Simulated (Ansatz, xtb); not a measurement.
# C4H7FOSi: 6 structures ranked

6 gas-phase structures of C4H7FOSi, from a drawn sample of its isomers (lower ones may exist). Each was relaxed with GFN2-xTB; where two conformers were screened, the lower at r2SCAN-D4/def2-SVP//GFN2-xTB is listed:

A. `FC[C@@H]1C=CO[SiH2]1`, a singlet
B. `FC1=CO[SiH2]CC1`, a singlet
C. `CC1=CO[SiH2][C@@H]1F`, a singlet
D. `C#C[Si@H](F)OCC`, a singlet
E. `O=C1CC([SiH2]F)C1`, a singlet
F. `O[Si@@H]1CC=C(F)C1`, a singlet

Which do you expect lowest at r2SCAN-D4/def2-SVP//GFN2-xTB, and how would the others follow?

Calculated order at r2SCAN-D4/def2-SVP//GFN2-xTB: F (0.0), D (1.1), E (4.5), B (15.9), A (21.4), C (22.4) kcal/mol. Less than 1 kcal/mol parts A and C, so the order within that pair means little. CCSD(T)/def2-SVP + ΔMP2/def2-TZVPP after further relaxation puts D lowest instead.

Energies above the lowest of each column, in kcal/mol; the last columns are at r2SCAN-D4/def2-SVP geometries and were run for some of them only (a dash: not run or not comparable):

```tsv
structure	GFN2-xTB	HF/STO-3G	r2SCAN-D4/def2-SVP//GFN2-xTB	r2SCAN-D4/def2-SVP	CCSD(T)/def2-SVP + ΔMP2/def2-TZVPP
F	10.4	0.0	0.0	0.0	11.2
D	1.7	28.4	1.1	0.6	0.0
E	0.0	12.3	4.5	4.5	17.0
B	2.8	0.5	15.9	15.2	–
A	8.7	8.1	21.4	–	–
C	6.8	5.8	22.4	–	–
```

CCSD(T)/def2-SVP + ΔMP2/def2-TZVPP puts D lowest of those it was run on; GFN2-xTB picks E, HF/STO-3G picks F, r2SCAN-D4/def2-SVP//GFN2-xTB picks F, r2SCAN-D4/def2-SVP picks F. CCSD(T)/def2-SVP + ΔMP2/def2-TZVPP orders those it was run on as D (0.0), F (11.2), E (17.0) kcal/mol. Flexible structures stand in one conformer each, not always the lowest. Frequencies (GFN2-xTB) were run for D, E, F alone. The ΔMP2 step shifts differences by up to 7.7 kcal/mol, which makes them less sure. ΔMP2 is the change of the MP2 energy from the smaller to the larger basis.

Over these structures GFN2-xTB departs from r2SCAN-D4/def2-SVP//GFN2-xTB by 8.0 kcal/mol on average once a common shift is removed. A GFN2-xTB relaxation took about 0.12 s and the r2SCAN-D4/def2-SVP//GFN2-xTB energy about 2.4 s on a shared host (Ansatz 0.2.0, xtb 6.7.1).
